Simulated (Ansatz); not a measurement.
Start from `[F][GeH]([Cl])[GeH3]` and change one atom or group to get `[F][GeH]([F])[Cl]`.

Ansatz, PBE0-D4/def2-TZVP geometries, multiplicity 1. 

Scalar relativity is left out up to krypton.

| property | `[F][GeH]([Cl])[GeH3]` |
| --- | --- |
| LUMO energy (PBE/def2-TZVPP) / eV | -1.52 |
| size of the dipole moment (ωB97M-V/def2-TZVPP) / D | 2.84 |
| HOMO energy (ωB97M-V/def2-TZVPP) / eV | -10.48 |
| LUMO energy (B3LYP/def2-TZVPP) / eV | -0.91 |
| HOMO–LUMO gap (PBE/def2-TZVPP) / eV | 5.67 |
| size of the dipole moment (B3LYP/def2-TZVPP) / D | 2.80 |

**Question.** What does the change do to each property? (An estimate is asked.)

**Answer.** Ansatz gave: 
| property | `[F][GeH]([F])[Cl]` | shift |
| --- | --- | --- |
| LUMO energy (PBE/def2-TZVPP) / eV | -1.84 | -0.32 |
| size of the dipole moment (ωB97M-V/def2-TZVPP) / D | 2.17 | -0.67 |
| HOMO energy (ωB97M-V/def2-TZVPP) / eV | -12.28 | -1.80 |
| LUMO energy (B3LYP/def2-TZVPP) / eV | -1.16 | -0.25 |
| HOMO–LUMO gap (PBE/def2-TZVPP) / eV | 6.67 | 1.00 |
| size of the dipole moment (B3LYP/def2-TZVPP) / D | 2.17 | -0.63 |

With PBE0 the HOMO falls by 1.57 eV and the LUMO falls by 0.15 eV, so the gap widens by about 1.42 eV. PBE moves the HOMO by -1.32 eV and ωB97M-V by -1.80 eV. The zero-point energy changes by -55.0 kJ/mol with -9 modes. Dipoles are sizes alone; their direction can turn.

B3LYP here is the variant with VWN-RPA as its local correlation; programs differ in this.
